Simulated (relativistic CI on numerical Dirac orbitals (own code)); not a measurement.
## Electric-dipole lines of Rh XXXVI

Computed by Dirac-Coulomb-Breit CI, KLI orbitals optimised for each configuration, model QED, unscaled Slater integrals (own radial code, finite nucleus).

Configuration list (outside the closed core 1s2): 2s2 2p6, 2s2 2p5 3s, 2s2 2p5 3p, 2s2 2p5 3d, 2s 2p6 3s, 2s 2p6 3p, 2s 2p6 3d, 2s2 2p5 4s, 2s2 2p5 4p, 2s2 2p5 4d, 2s2 2p5 4f, 2s 2p6 4s, 2s 2p6 4p, 2s 2p6 4d, 2s2 2p4 3s2, 2s 2p6 4f, 2s2 2p5 5s, 2s2 2p5 5p, 2s2 2p4 3s 3p, 2s2 2p5 5d, 2s2 2p5 5f, 2s2 2p5 5g, 2s2 2p4 3p2, 2s2 2p4 3s 3d, 2s2 2p4 3p 3d, 2s 2p5 3s2, 2s2 2p4 3d2, 2s 2p5 3s 3p, 2s 2p6 5s, 2s 2p5 3p2, 2s 2p6 5p, 2s 2p5 3s 3d, 2s 2p6 5d, 2s 2p6 5f, 2s 2p6 5g, 2s 2p5 3p 3d. Levels of other configurations are missing.

| λ vac (nm) | Lower | Upper | A (s⁻¹) | gf | Branching (%) |
| --- | --- | --- | --- | --- | --- |
| 0.39310 | 2s2 2p6 1S_0 [1] | 2s2 2p5 3d 1P°_1 [27] | 2.28e+14 | 1.59e+00 | 100.0 |
| 0.41031 | 2s2 2p6 1S_0 [1] | 2s2 2p5 3d 1P°_1 [20] | 2.61e+14 | 1.97e+00 | 100.0 |
| 1.2148 | 2s2 2p5 3p 3D_2 [5] | 2s2 2p5 4d 3F°_3 [48] | 9.77e+12 | 1.51e+00 | 82.8 |
| 1.2556 | 2s2 2p5 3p 3D_3 [6] | 2s2 2p5 4d 3F°_4 [50] | 1.19e+13 | 2.54e+00 | 99.8 |
| 1.3546 | 2s2 2p5 3d 3F°_2 [24] | 2s2 2p5 4f 3G_3 [72] | 2.30e+13 | 4.43e+00 | 93.2 |
| 1.3571 | 2s2 2p5 3d 3F°_3 [14] | 2s2 2p5 4f 3G_4 [55] | 2.26e+13 | 5.62e+00 | 92.0 |
| 1.3589 | 2s2 2p5 3d 3D°_2 [15] | 2s2 2p5 4f 3F_3 [58] | 1.62e+13 | 3.14e+00 | 65.6 |
| 1.3629 | 2s2 2p5 3d 3F°_4 [16] | 2s2 2p5 4f 3G_5 [57] | 2.44e+13 | 7.48e+00 | 99.9 |
| 1.3650 | 2s2 2p5 3d 3P°_2 [25] | 2s2 2p5 4f 3D_3 [75] | 2.34e+13 | 4.58e+00 | 94.4 |
| 1.3664 | 2s2 2p5 3d 1D°_2 [17] | 2s2 2p5 4f 1F_3 [60] | 1.98e+13 | 3.88e+00 | 80.1 |
| 1.3672 | 2s 2p6 3d 3D_3 [36] | 2s 2p6 4f 3F°_4 [104] | 2.25e+13 | 5.68e+00 | 97.3 |
| 1.3683 | 2s2 2p5 3d 3F°_3 [26] | 2s2 2p5 4f 3G_4 [74] | 2.43e+13 | 6.15e+00 | 99.9 |
| 1.3735 | 2s2 2p5 3d 3D°_3 [18] | 2s2 2p5 4f 3F_4 [61] | 2.12e+13 | 5.39e+00 | 86.8 |
| 3.0943 | 2s2 2p5 4f 3G_4 [55] | 2s2 2p5 5g 3H°_5 [114] | 7.00e+12 | 1.10e+01 | 96.8 |
| 3.0961 | 2s2 2p5 4f 3G_3 [72] | 2s2 2p5 5g 3H°_4 [136] | 6.95e+12 | 8.99e+00 | 96.1 |
| 3.1014 | 2s2 2p5 4f 3G_5 [57] | 2s2 2p5 5g 3H°_6 [116] | 7.18e+12 | 1.35e+01 | 99.6 |
| 3.1019 | 2s2 2p5 4f 3F_3 [58] | 2s2 2p5 5g 3G°_4 [115] | 5.59e+12 | 7.26e+00 | 77.1 |
| 3.1053 | 2s2 2p5 4f 3D_3 [75] | 2s2 2p5 5g 3F°_4 [139] | 7.02e+12 | 9.14e+00 | 96.6 |
| 3.1054 | 2s2 2p5 4f 3G_4 [74] | 2s2 2p5 5g 3H°_5 [138] | 7.17e+12 | 1.14e+01 | 99.6 |
| 3.1113 | 2s2 2p5 4f 3F_4 [61] | 2s2 2p5 5g 3G°_5 [117] | 6.64e+12 | 1.06e+01 | 92.2 |

Terms are leading LS components. Brackets give the number of a level in order of energy, since labels repeat. The list gives strong lines, with weight on those to low levels, without lines whose two gauges differ by over a factor of 2.5, among the lowest 157 of 838 levels, so that lines to higher ones, which can be the strongest, are missing. Levels whose partners in the same complex of configurations lie outside the list can be far off, and so can their lines. Rates are taken at the computed energies, electric ones in the length gauge.

At this charge energies of transitions that change n are usually good to better than 1 %, and those within a shell (Δn = 0) to a few per cent.

LS names give the leading component of a level, which can be under half, so a name can repeat, a term be missing and a line seem to break the LS rules.
